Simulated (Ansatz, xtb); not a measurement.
A geometry optimisation of F3H4NSi2 with r2SCAN-D4/def2-SVP

The starting geometry of this gas-phase singlet was built from a drawn formula by distance geometry and a force field; its bonds are those of `N[Si-](F)(F)(F)[SiH2+]`.

```yaml
atoms:
  - { symbol: F, position_ang: [0.5222, 0.2955, -2.3787] }
  - { symbol: F, position_ang: [1.3560, -0.1259, 0.2300] }
  - { symbol: F, position_ang: [-0.1011, 2.2295, -0.5439] }
  - { symbol: N, position_ang: [2.0710, 1.6921, -0.8015] }
  - { symbol: Si, position_ang: [0.5688, 0.8815, -0.8194] }
  - { symbol: Si, position_ang: [-1.4104, 0.0134, 0.2306] }
  - { symbol: H, position_ang: [2.5947, 1.2428, -0.0004] }
  - { symbol: H, position_ang: [1.7500, 2.6448, -0.4510] }
  - { symbol: H, position_ang: [-1.4006, 0.2523, 1.6903] }
  - { symbol: H, position_ang: [-1.6373, -1.4593, -0.0345] }
```

Question: Predict what it relaxes into with r2SCAN-D4/def2-SVP.

Answer: It rearranges to `N[Si](F)(F)[SiH2]F`. Contacts that open: F2–Si5 (1.65 → 3.13 Å). Contacts that close: F2–Si6 (2.77 → 1.64 Å).

The energy falls by 4.84 eV over 28 steps:

| step | E − E(last) (eV) |
| --- | --- |
| 1 | 4.837 |
| 4 | 2.119 |
| 7 | 1.198 |
| 10 | 0.161 |
| 13 | 0.033 |
| 16 | 0.007 |
| 19 | 0.003 |
| 22 | 0.001 |
| 25 | 0.000 |
| 28 | 0.000 |

Final geometry (Å):

```xyz
10

F     0.2101    0.8828   -2.5642
F     0.8315   -0.8006    1.1944
F    -0.5811    2.7159   -1.0108
N     1.8730    1.6528   -0.4639
Si    0.2979    1.3527   -1.0111
Si   -0.5306   -0.2840    0.4355
H     2.3228    0.9835    0.1532
H     2.5123    2.3514   -0.8286
H    -1.4617    0.2610    1.4641
H    -1.1609   -1.4488   -0.2471
```

From the same start GFN2-xTB ends elsewhere, in pieces: F3H2NSi + H2Si.

The end wasn't checked by frequencies. Run with Ansatz 0.2.0, 41 s on 2 threads of Intel(R) Xeon(R) 6975P-C (Granite Rapids), with other jobs on the host.
